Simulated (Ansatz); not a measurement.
`O[SiH2][SiH2]F` + H₂O → `O[SiH2][SiH2]O` + H–F  (formal hydrolysis of the Si–F bond)

Computed with Ansatz on PBE0-D4/def2-TZVP structures; ΔE is electronic, products minus reactants. CCSD(T)/CBS is the MP2 limit (def2-TZVPP, def2-QZVPP) plus CCSD(T) − MP2 in def2-TZVPP, frozen cores. This one scheme is used for every species. Functionals use def2-TZVPP. Each species was taken in one conformer, which may not be the lowest.

| level | ΔE (kcal/mol) | difference from CCSD(T)/CBS |
| --- | --- | --- |
| r2SCAN-D4 | 9.6 | -0.1 |
| ωB97X-V | 9.9 | 0.2 |
| PBE0 | 9.5 | -0.2 |
| SCS-MP2/def2-TZVPP | 9.8 | 0.1 |
| CCSD/def2-TZVPP | 9.9 | 0.2 |
| CCSD(T)/def2-TZVPP | 9.3 | -0.4 |
| HF/def2-QZVPP | 12.9 | 3.2 |
| MP2/def2-QZVPP | 9.3 | -0.4 |
| SCS-MP2/def2-QZVPP | 10.2 | 0.5 |
| MP2/CBS(def2) | 9.3 | -0.4 |
| CCSD(T)/CBS | 9.7 | 0 |

Largest T1 diagnostic among the species: 0.012.

The D4 term adds −1.1 kcal/mol with B3LYP and −0.6 kcal/mol with PBE0; it sums over pairs of atoms, weighted by their polarisabilities, and B3LYP, whose exchange is more repulsive, gets the larger term. In def2-TZVPP, CCSD(T) changes the Hartree–Fock value by −3.1 kcal/mol (the triples alone add −0.5 kcal/mol) and MP2 by −3.5 kcal/mol.

B3LYP here is the variant with VWN-RPA as its local correlation; programs differ in this.
